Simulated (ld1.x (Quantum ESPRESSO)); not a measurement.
# praseodymium: excitation energies, all-electron against PAW

```
Element                 : praseodymium
Generator               : ld1.x (Quantum ESPRESSO) 7.5
Type                    : PAW
Functional              : PBEsol
Relativity              : fully relativistic
Frozen core             : [Kr] 4d10
Valence charge          : 13
Reference configuration : 4f3 5s2 5p6 5d0 6s1.5 6p0 (charge +0.5)
Partial waves           : 5s (bound): rcut 2.35, rcutus 2.85 bohr; 6s (bound): rcut 2.35, rcutus 2.85 bohr; 5p (bound): rcut 2.45, rcutus 2.60 bohr; 6p (bound, empty): rcut 2.45, rcutus 2.60 bohr; 5d (bound, empty): rcut 2.15, rcutus 2.80 bohr; 5d channel at 0.7 Ry: rcut 2.15, rcutus 2.80 bohr; 4f (bound): rcut 1.55, rcutus 2.05 bohr; 4f channel at 0.4 Ry: rcut 1.55, rcutus 2.05 bohr
Local potential         : all-electron potential smoothed inside 2.15 bohr (lloc = -2)
Core correction         : a·sin(br)/r model core, default radius (ld1.x builds one for every PAW set, though the input has nlcc=.false.)
Augmentation charge     : BESSEL, radius 1.60 bohr
```

Open shells are filled in proportion to 2j + 1 (rel_dist='average').

Energies are relative to the spin-unpolarised reference configuration 4f3 5s2 5p6 5d0 6s1.5 6p0; without spin polarisation the order of configurations can differ from experiment. Not all tests gave a result: 1 of 7 tests not solved or not reliable. Left out of the table: 4f1 5s2 5p6 5d0 6s0 6p0 (solver errors, printed error -645 eV).

Problem. Give the all-electron excitation energy and the error of the potential for: 4f3 5s2 5p6 5d0 6s2 6p0; 4f3 5s2 5p6 5d0 6s1 6p0; 4f3 5s2 5p6 5d0 6s0 6p0; 4f3 5s2 5p6 5d1 6s1 6p0; 4f3 5s2 5p6 5d0.5 6s1.5 6p0; 4f2 5s2 5p6 5d0 6s2 6p0.

Solution.

```csv
valence configuration,charge,ΔE all-electron (eV),error AE − PS (meV)
4f3 5s2 5p6 5d0 6s2 6p0,0,-2.294,0.0
4f3 5s2 5p6 5d0 6s1 6p0,+1,3.447,+0.5
4f3 5s2 5p6 5d0 6s0 6p0,+2,13.979,+5.6
4f3 5s2 5p6 5d1 6s1 6p0,0,-0.723,-0.7
4f3 5s2 5p6 5d0.5 6s1.5 6p0,0,-1.538,-0.4
4f2 5s2 5p6 5d0 6s2 6p0,+1,5.231,+379
```

ld1.x printed “convergence not achieved” for 1 of the counted tests; its residual had stalled under 1e-8, short of the target of 1e-14.

The ghost test of this file was not conclusive.
